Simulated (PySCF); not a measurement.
**As (arsenic, neutral) across methods**

[Ar] 3d10 4s2 4p3, high-spin 4S determinant. Calculation: PySCF 2.14, in ANO-RCC-VTZP; scalar relativity by spin-free X2C-1e.

```
 method  E (hartree)  mean ε 4s α (eV)  mean ε 4s β (eV)  mean ε 4p α (eV)  Σ⟨r²⟩ (bohr²)   ⟨S²⟩
    LDA    -2257.269           -15.323           -13.295            -5.954          40.72  3.751
 r2SCAN    -2260.695           -16.010           -12.901            -6.303          40.21  3.751
 revPBE    -2260.578           -15.165           -12.740            -5.904          40.70  3.751
  B3LYP    -2260.758           -16.756           -14.030            -6.696          40.65  3.751
   PBE0    -2260.444           -17.254           -13.891            -7.099          40.42  3.751
    PBE    -2260.404           -15.203           -12.897            -5.921          40.76  3.751
    M06    -2260.723           -16.893           -14.477            -6.785          40.07  3.750
wB97M-V    -2260.524           -19.847           -16.370            -9.087          40.79  3.751
```

Q: Estimate the same row for UHF.

A: E (hartree) = -2259.01846; mean ε 4s α (eV) = -22.650; mean ε 4s β (eV) = -15.614; mean ε 4p α (eV) = -10.041; Σ⟨r²⟩ (bohr²) = 40.65; ⟨S²⟩ = 3.751.
